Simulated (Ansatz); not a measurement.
`[CH3][Mo]([NH2])(=[O])=[S]` + H₂O → `[CH3][Mo](=[O])([OH])=[S]` + NH₃ at 400 K and 1 bar (formal hydrolysis of a Mo–N bond).

Program: Ansatz. Geometries: PBE0-D4/def2-TZVP. ΔE: electronic, gas phase. CCSD(T)/CBS adds triple-zeta CCSD(T) − MP2 to the extrapolated MP2 energy (def2 sets, frozen cores). This one scheme is used for every species. Elements past krypton have def2 core potentials. For Mo outer-core shells are correlated without core-valence functions, which leaves a few kJ/mol of doubt a bond. One conformer a species, not always the lowest.

| species | CCSD(T)/CBS energy (Eh) | H − E (kJ/mol) | S (J/(mol·K)) |
| --- | --- | --- | --- |
| `[CH3][Mo]([NH2])(=[O])=[S]` | -636.95679 | 210.0 | 396.6 |
| H₂O | -76.37941 | 69.8 | 198.6 |
| `[CH3][Mo](=[O])([OH])=[S]` | -656.83361 | 176.2 | 392.7 |
| NH₃ | -56.50880 | 104.2 | 203.1 |

H − E and S are ideal-gas, rigid-rotor, harmonic terms from PBE0-D4/def2-TZVP, for one conformer and one mirror image of each species. 1 Eh = 2625.50 kJ/mol, R = 8.31446 J/(mol·K).

By hand: ΔE, ΔH, ΔS and ΔG.

ΔE = (-656.83361) + (-56.50880) − (-636.95679) − (-76.37941) = -0.00621 Eh = -16.3 kJ/mol. Δ(H − E) = 176.2 + 104.2 − 210.0 − 69.8 = 0.6, so ΔH = -15.7 kJ/mol. ΔS = 392.7 + 203.1 − 396.6 − 198.6 = 0.6 J/(mol·K). ΔG = -15.7 − 400 × (0.6)/1000 = -15.9 kJ/mol.

By hand: the equilibrium constant, and the temperature at which ΔG would vanish if ΔH and ΔS stayed fixed.

log₁₀ K = −ΔG/(RT ln 10) = 2.1. ΔH and −TΔS have one sign here, so there is no such temperature.

The number of gas molecules stays the same, so ΔS is small and ΔH decides. A doubt of 5 kJ/mol in ΔE shifts log₁₀ K by 0.7 here. Other conformers and mirror images would add mixing entropy, several J/(mol·K) or more a flexible species. These are equilibria of isolated gas molecules and say nothing of rates. Largest T1 diagnostic: 0.025 (customary marks: 0.02 for closed shells, 0.045 for open ones).

ΔS is within the doubt of such terms, so its sign, and with it that verdict, could turn.
